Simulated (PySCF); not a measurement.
Compound: C3H10FOSi2 (doublet state).
Geometry (GFN2-xTB, Å), atoms numbered from 1 in this order:
```xyz
17
C3H10FOSi2 angstrom
C     -0.9576   -1.0792   -0.7935
C     -0.9507    0.3749   -0.6935
C     -2.3124    0.9773   -0.3612
Si     0.3268    0.7680    0.7103
O      1.7755    0.1327    0.3358
Si     2.8026   -0.9105   -0.3280
F      2.5890   -0.8662   -1.9186
H     -0.2514   -1.5902   -1.4176
H     -1.6174   -1.6633   -0.1810
H     -0.5673    0.8170   -1.6177
H     -3.0203    0.7812   -1.1654
H     -2.2359    2.0536   -0.2233
H     -2.7085    0.5434    0.5539
H     -0.1001    0.1313    1.9538
H      0.6084    2.1971    0.8448
H      2.4845   -2.2684    0.0679
H      4.1280   -0.3866   -0.0708
```

The hyperfine couplings belong to this conformer and change with its torsions.

As a line formula: `[CH2][C@H]([SiH2]O[SiH2]F)C` [radical].

Method: PySCF 2.14.0, UKS B3LYP, pcH-1 on C F H O Si, non-relativistic, mean-field spin-orbit, GIAO. Isolated species at its GFN2-xTB geometry (one conformer only). The geometry wasn't refined by DFT: couplings that depend on bond lengths, twists or pyramidal angles can differ widely from those at the functional's own minimum. Stability of the SCF solution: not tested.

(1) Give the principal g shifts and their parts.

(2) Average each term over the three axes. Which is largest in size?

(3) What effective moment and Curie constant follow for a powder?

(4) In a frozen sample, at which fields do the three g values resonate at 9.5, 34, 94 and 263 GHz (hyperfine left aside), and which band first spreads them over more than twice a line width of 1.0 mT?

Results:

(1) 
```tsv
Δg (ppm)	1	2	3
relativistic mass correction	-142	-142	-142
gauge correction	15	27	18
orbital Zeeman/spin–orbit	-214	242	1114
total	-341	127	990
```

So g = 2.00198, 2.00245, 2.00331 and g_iso = 2.00258; the tensor is rhombic: the two nearest values differ by 35 % of g3 − g1. 

(2) The orbital-Zeeman/spin–orbit term 381, the mass correction -142 and the gauge correction 20 ppm, for a total of 259 ppm. The orbital-Zeeman/spin–orbit term is the largest in size. The mass correction is the same along every axis, so the anisotropy comes from the other two: their spans along these axes are 12 (gauge) and 1328 ppm (orbital Zeeman/spin–orbit).

(3) With the mean of g² = 4.0103 and S(S+1) = 0.75: μ_eff = √(⟨g²⟩S(S+1)) = 1.734 μB and χT = 0.12505·⟨g²⟩·S(S+1) = 0.376 cm³ K/mol (cgs; spin-Hamiltonian part alone).

(4) 
```
band    GHz  B(g3) mT  B(g2) mT  B(g1) mT  spread mT
   X    9.5    338.82    338.96    339.04       0.23
   Q   34.0   1212.60   1213.13   1213.41       0.81
   W   94.0   3352.50   3353.94   3354.72       2.23
   J  263.0   9379.86   9383.90   9386.09       6.24
```

The spread grows in proportion to the frequency. W band is the first where it exceeds 2.0 mT.

The largest Mulliken spin populations are on C1 (+1.00), Si4 (+0.08) and C2 (-0.07). C1 is the only atom above +0.15. The angles at C1 add up to 359.8°, so it is planar; its axial dipolar tensor and the negative couplings of its protons fit spin in a p orbital normal to that plane.

The HOMO–LUMO gaps are 5.83 eV among the α and 6.39 eV among the β orbitals.
